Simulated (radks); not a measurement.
Problem. The mean radii <r> (bohr) of the occupied orbitals of an atom or ion are listed with their occupations. Method: non-relativistic Kohn-Sham, exchange-only B88, spin-polarised, spherical densities, point nucleus; computed with a radial shooting solver on a logarithmic mesh with Libxc functionals.

orbital  occ.      <r>
1s          2  0.03814
2s          2   0.1674
2p          6   0.1437
3s          2   0.4701
3p          6   0.4670
3d         10   0.4510
4s          2    1.215
4p          6    1.326

Name the element and its charge. Open shells, if any, are filled with parallel spins first.

Solution. Z = 40, zirconium, charge +4: Zr4+ in [Kr]. The 1s radius gives Z: for a bare nucleus <r> = 1.5/Z, 0.0375 bohr for Z = 40, and screening makes it slightly larger (0.03814 here). The occupations add up to 36, and the charge is Z minus that.
